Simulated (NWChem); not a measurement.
# CClF, singlet; SMILES Cl[C]F

```xyz
3

F     -0.2550     1.4527     0.0000
C      0.6746     0.5645     0.0000
Cl    -0.1181    -0.9884     0.0000
```
Atoms are numbered in this order, from 1.

Computed with NWChem. Pople sets run with spherical d functions. Low-valent species are run as closed-shell singlets; no triplet was tried in these runs. Geometry: optimised at PBE0/def2-SVP. B3LYP is NWChem's, with the RPA form of VWN correlation. GIAO values for the isolated, static molecule; σ is the absolute isotropic shielding, δ = σ(reference) − σ with the isolated reference molecule computed at the same levels (13C: tetramethylsilane, 19F: trichlorofluoromethane).

Task: Predict the results for B3LYP/6-311G**. Quantities: δ F1 (ppm); δ C2 (ppm); σ Cl3 (ppm).

Result: 
| Property | Value |
|---|---|
| δ F1 (ppm) | 417.6 |
| δ C2 (ppm) | 458.3 |
| σ Cl3 (ppm) | 57.9 |
